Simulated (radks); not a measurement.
Problem. The mean radii <r> (bohr) of the occupied orbitals of an atom or ion are listed with their occupations. Method: Dirac Kohn-Sham, PBEsol, spin-unpolarised, spherical densities, finite nucleus; Fermi nuclear charge, rms radius of each element as measured or else 0.836 A^(1/3) + 0.57 fm; computed with a radial shooting solver on a logarithmic mesh with Libxc functionals.

orbital  occ.      <r>
1s1/2       2  0.01933
2s1/2       2  0.08127
2p1/2       2  0.06742
2p3/2       4  0.07503
3s1/2       2   0.2122
3p1/2       2   0.2021
3p3/2       4   0.2163
3d3/2       4   0.1899
3d5/2       6   0.1943
4s1/2       2   0.4781
4p1/2       2   0.4851
4p3/2       4   0.5179
4d3/2       4   0.5412
4d5/2       6   0.5527
5s1/2       2    1.167
5p1/2       2    1.298
5p3/2       4    1.401
4f5/2       6   0.7091
4f7/2       8   0.7233

Name the element and its charge. Open shells, if any, are shared by 2j + 1.

Solution. Z = 71, lutetium, charge +3: Lu3+ in [Xe] 4f14. The 1s radius gives Z: for a bare nucleus <r> = (2 gamma + 1)/(2Z) with gamma = sqrt(1 - (Z/c)^2), 0.01909 bohr for Z = 71, and screening makes it slightly larger (0.01933 here). The occupations add up to 68, and the charge is Z minus that.
